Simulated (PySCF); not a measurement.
TiF₃, SMILES [F][Ti]([F])[F] (connectivity only; charge and spin as stated), neutral, multiplicity 2.

Geometry: PBE0-D3(BJ)/def2-SVP. The spin state was assumed, not searched. The isomer is the one that the SMILES or the coordinates give; other isomers of the formula were not compared.

The numbers are results of TDA-CAM-B3LYP/def2-SVPD (PySCF), not measurements.

Vertical excitations; the highest root listed may be one member of a degenerate set. 

Computed lowest excited states:
```
state    energy (eV)  λ (nm)      f                                                        main pairs
-------  -----------  ------  -----  ----------------------------------------------------------------
root 1          0.84    1482  0.000                                    α HOMO→LUMO+1 (degenerate set)
root 2          0.84    1482  0.000                                      α HOMO→LUMO (degenerate set)
root 3          2.63     471  0.002                                    α HOMO→LUMO+2 (degenerate set)
root 4          2.63     471  0.002                                    α HOMO→LUMO+3 (degenerate set)
root 5          5.66     219  0.000                                                α HOMO→LUMO+4 89 %
root 6          6.08     204  0.158                                                α HOMO→LUMO+5 95 %
root 7          7.44     167  0.010                                    α HOMO→LUMO+7 (degenerate set)
root 8          7.44     167  0.010                                    α HOMO→LUMO+6 (degenerate set)
root 9          7.50     165  0.000  α HOMO−1→LUMO+1, α HOMO−3→LUMO, α HOMO−2→LUMO+1 (degenerate set)
root 10         7.50     165  0.000    α HOMO−1→LUMO, α HOMO−2→LUMO, α HOMO−3→LUMO+1 (degenerate set)
```
Unrestricted roots are not spin-pure.
